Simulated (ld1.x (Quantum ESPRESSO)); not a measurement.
# bismuth (Bi): one change to a TM potential, before and after

bismuth (Bi), norm-conserving Troullier–Martins (Kleinman–Bylander form), made with ld1.x (Quantum ESPRESSO) 7.5 (LDA (PZ), scalar-relativistic). Core [Xe] 4f14, reference 5d10 6s2 6p2 (charge +1). Waves: 6p (bound): rc 2.60 bohr; 5d (bound): rc 1.60 bohr; 6s (bound): rc 1.40 bohr. Local part: the s channel. Core correction: none.

All-electron outer shells of the reference configuration (LDA (PZ), scalar-relativistic, ld1.x):

```
shell  level (eV)  outermost node (bohr)  outermost maximum (bohr)
   5p     -104.15                   0.48                      0.86
   5d      -35.34                   0.51                      1.03
   6s      -22.45                   0.98                      1.86
   6p      -11.72                   1.14                      2.35
```

Change: all radii scaled by about 1.09 (s 1.52, p 2.82, d 1.74 bohr).

Cutoffs: the cutoffs (Ry, on a coarse ladder) from which the occupation-weighted sum of valence levels, in a spherical-Bessel basis at the reference potential, stays within 10 and 1 mRy of its value at 400 Ry; they do not see the model core or the augmentation charge, which bear on the density cutoff. Errors are all-electron minus pseudo energies relative to the spin-unpolarised reference configuration.

Question: How do hardness, ghosts and transferability respond?

Answer: The potential gets softer (110 Ry and 180 Ry → 60 Ry and 120 Ry); of the 9 tests that both files solve, the error grows in 3 and shrinks in 2 by more than 15 % and 0.3 meV (median size 6.3 → 6.4 meV); neither file shows a bound ghost. A larger radius leaves more room for a smooth pseudo-wave, so fewer plane waves are needed.

```tsv
quantity	base	changed
cutoff, loose	110 Ry	60 Ry
cutoff, tight	180 Ry	120 Ry
loose cutoff by channel (10 mRy a level)	p 10 Ry, d 50 Ry, s 90 Ry	p 8 Ry, d 50 Ry, s 35 Ry
bound ghosts	none	none
error for 5d10 6s2 6p3, meV [ΔE -8.15 eV]	+5.2	+5.2
error for 5d10 6s2 6p1, meV [ΔE 15.57 eV]	-4.8	-6.3
error for 5d10 6s2 6p0, meV [ΔE 39.28 eV]	-6.7	-20
error for 5d10 6s1 6p4, meV [ΔE 2.02 eV]	-0.7	-0.6
error for 5d10 6s2 6p2.5, meV [ΔE -4.95 eV]	+2.7	+2.7
error for 5d9 6s2 6p3, meV [ΔE 25.29 eV]	+29	-112
error for 5d10 6s2 6p3.3, meV [ΔE -9.31 eV]	+6.3	+6.4
error for 5d10 6s2 6p2 (spin-polarised), meV [ΔE -0.55 eV]	+12	+7.0
error for 5d10 6s2 6p3 (spin-polarised), meV [ΔE -9.18 eV]	+24	+17
```
